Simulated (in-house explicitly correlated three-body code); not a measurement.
Computed with an exponentially correlated three-body code. Model: two electrons around a point charge, non-relativistic, variational in 260 exponentially correlated functions (energies converged to about 1e-7 hartree, or 1e-8 relative for large Z).

For two electrons in a singlet the Kohn-Sham orbital is the square root of half the density, so the exact Kohn-Sham potential and energy parts follow from the density alone, and exchange is minus half the Hartree energy. The Kohn-Sham level equals minus the binding energy of the second electron.

Command:
```bash
python run_hyl.py task.json out
```
Settings (lengths in bohr, energies in hartree):
```
Z                      1.015
interaction_strength   1
functions              260
states_tried           1
```

Run time, properties included: 8.8 s on 1 thread of Arm Neoverse V1 (shared host).

**Ground state only, binding against the one-electron ion.**

Given: nuclear charge 1.015.

Computed: one-electron threshold -0.5151125 hartree.

| term | energy (hartree) | binding (eV) |
| --- | --- | --- |
| 1 1S | -0.548486476 | 0.90815 |

**Exact Kohn-Sham parts of the ground state from its density.**

Computed: total energy -0.548486476 hartree; Kohn-Sham kinetic 0.52033 hartree; Hartree energy 0.78393 hartree; exchange energy -0.39197 hartree; DFT correlation energy -0.04166 hartree; kinetic part of the DFT correlation energy 0.028161 hartree; potential part of the DFT correlation energy -0.06982 hartree; exact minus restricted Hartree-Fock -0.03976 hartree.

What is the restricted Hartree-Fock level?

-1.4096 eV.

What is the Kohn-Sham level?

-0.90815 eV.

**Functionals on the exact density and self-consistent, errors are functional minus exact, hybrids only self-consistent, a dash where a self-consistent run leaves the top level unbound.**

| result | exchange error (millihartree) | correlation error (millihartree) | functional driven error (millihartree) | self consistent total error (millihartree) | top level plus exact binding (eV) |
| --- | --- | --- | --- | --- | --- |
| SCAN | -10.75 | 11.495 | 0.74567 | - | - |
| RPBE | -17.244 | 10.678 | -6.5656 | - | - |
| TPSS | -11.192 | 8.9873 | -2.2045 | - | - |
| LDA VWN5 | 46.33 | -31.226 | 15.104 | - | - |
| PBE | -9.5776 | 10.678 | 1.1007 | - | - |
| revTPSS | -10.028 | 5.2142 | -4.8135 | - | - |
| PBEsol | 10.445 | 3.0513 | 13.497 | - | - |
| M06-L | -9.2334 | 11.436 | 2.2026 | - | - |
| AM05 | 32.639 | -21.334 | 11.305 | - | - |
| LDA PW92 | ? | ? | ? | - | - |
| PW91 | -10.754 | 9.1058 | -1.6487 | - | - |
| OLYP | -12.765 | 11.279 | -1.4857 | - | - |
| BLYP | -13.411 | 11.279 | -2.1322 | - | - |
| BP86 | ? | ? | ? | - | - |
| wB97X | - | - | - | -1.5515 | -0.51876 |
| r2SCAN | -10.75 | 11.495 | 0.74567 | - | - |

What belongs in the row LDA PW92?

exchange error (millihartree): 46.33; correlation error (millihartree): -31.23; functional driven error (millihartree): 15.1.

What belongs in the row BP86?

exchange error (millihartree): -13.411; correlation error (millihartree): 2.9545; functional driven error (millihartree): -10.457.

**Density and exact potentials over r, pair density (one pair, times 4 pi r12^2) and exact minus Kohn-Sham pair density over r12.**

| radius (bohr) | radial density (electrons/bohr) | exchange potential (hartree) | intracule density (1/bohr) | Coulomb hole against Kohn-Sham (1/bohr) | correlation potential (hartree) |
| --- | --- | --- | --- | --- | --- |
| 0.207 | 0.12321 | -0.68639 | 0.0019579 | -0.005459 | -0.069 |
| 0.249 | 0.16403 | -0.68144 | 0.0029114 | -0.007716 | -0.065 |
| 0.3 | ? | ? | ? | ? | ? |
| 0.361 | 0.27665 | -0.6657 | 0.006507 | -0.01508 | -0.053 |
| 0.434 | 0.34698 | -0.65395 | 0.0097091 | -0.02064 | -0.045 |
| 0.522 | 0.42385 | -0.63874 | 0.014483 | -0.02775 | -0.035 |
| 0.628 | 0.50177 | -0.61944 | 0.02153 | -0.03642 | -0.022 |
| 0.755 | 0.57239 | -0.59567 | 0.031718 | -0.04621 | -0.008 |
| 0.908 | 0.62644 | -0.56697 | 0.046179 | -0.05608 | 0.008 |
| 1.09 | 0.65399 | -0.53375 | 0.065751 | -0.06401 | 0.024 |
| 1.31 | 0.64882 | -0.49589 | 0.091377 | -0.06732 | 0.038 |
| 1.58 | ? | ? | ? | ? | ? |
| 1.9 | 0.53857 | -0.40957 | 0.1573 | -0.04791 | 0.054 |
| 2.28 | 0.4516 | -0.36514 | 0.1886 | -0.02443 | 0.052 |
| 2.75 | 0.35627 | -0.32008 | 0.21006 | 0.003617 | 0.044 |
| 3.3 | 0.26827 | -0.27817 | 0.21239 | 0.02626 | 0.031 |
| 3.97 | 0.19037 | -0.23866 | 0.19182 | 0.03686 | 0.018 |
| 4.78 | 0.12645 | -0.20269 | 0.15151 | 0.03316 | 0.009 |
| 5.75 | 0.077771 | -0.17097 | 0.1031 | 0.02076 | 0.004 |
| 6.91 | 0.043502 | -0.14352 | 0.059821 | 0.008297 | 0.001 |
| 8.31 | 0.021525 | -0.11991 | 0.029254 | 0.0009325 | 0 |
| 10 | 0.009171 | -0.099868 | 0.012005 | -0.001323 | 0 |
| 12 | 0.0033279 | -0.083299 | 0.0041865 | -0.001118 | 0 |
| 14.5 | 0.00093322 | -0.068959 | 0.0011383 | -0.0004904 | 0 |

What belongs in the row 0.3?

radial density (electrons/bohr): 0.21531; exchange potential (hartree): -0.67468; intracule density (1/bohr): 0.0043545; Coulomb hole against Kohn-Sham (1/bohr): -0.01085; correlation potential (hartree): -0.06.

What belongs in the row 1.58?

radial density (electrons/bohr): 0.60814; exchange potential (hartree): -0.4536; intracule density (1/bohr): 0.12313; Coulomb hole against Kohn-Sham (1/bohr): -0.06262; correlation potential (hartree): 0.049.

The correlation energy of density-functional theory lies 1.9 millihartree below exact minus Hartree-Fock, because the Hartree-Fock density, unlike the exact one, minimises the Hartree-Fock energy.
